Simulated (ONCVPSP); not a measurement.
# Pseudopotential generation for hafnium (Hf): ONCV, PBE, scalar-relativistic.

- Element: hafnium (Hf)
- Generator: ONCVPSP 4.0.1
- Type: optimised norm-conserving Vanderbilt (ONCV)
- Functional: PBE
- Relativity: scalar-relativistic
- Frozen core: [Kr] 4d10
- Valence charge: 26
- Reference configuration: 4f14 5s2 5p6 5d2 6s2
- Partial waves: 5s+6s: rc 1.65 bohr, ncon 4, nbas 8, qcut 8.6 1/bohr, 2 projectors; 5p: rc 1.25 bohr, ncon 3, nbas 7, qcut 5.6 1/bohr, 1 projector; 5d: rc 3.15 bohr, ncon 3, nbas 8, qcut 4.9 1/bohr, 2 projectors, debl 0.9 Ha; 4f: rc 0.90 bohr, ncon 4, nbas 9, qcut 22.4 1/bohr, 3 projectors, debl 3.2 Ha
- Local potential: polynomial inside 0.60 bohr (lpopt 5, dvloc0 0 Ha)
- Core correction: Teter function, fcfact 3.25, rcfact 1.65

Results:

- Cutoffs needed: 190 Ha and 209 Ha (the cutoffs (Ha) at which the residual kinetic energy of the hardest occupied pseudo-wave falls to 1 and 0.1 mHa per electron)
- Ghost test: ghosts flagged at negative energy: s at -1047.1 eV, p at -417.9 eV, d at -55.7 eV; GHOST(+) flagged for s at 252.1 eV; a true bound ghost makes a file unfit for plane-wave use
- Configuration tests: 1 of 4 tests not solved or not reliable
- rms error of d²Exc/dni dnj: 4.37 mHa without and 2.22 mHa with the model core

Generation and tests took about 6.7 s on one core of a shared server CPU.
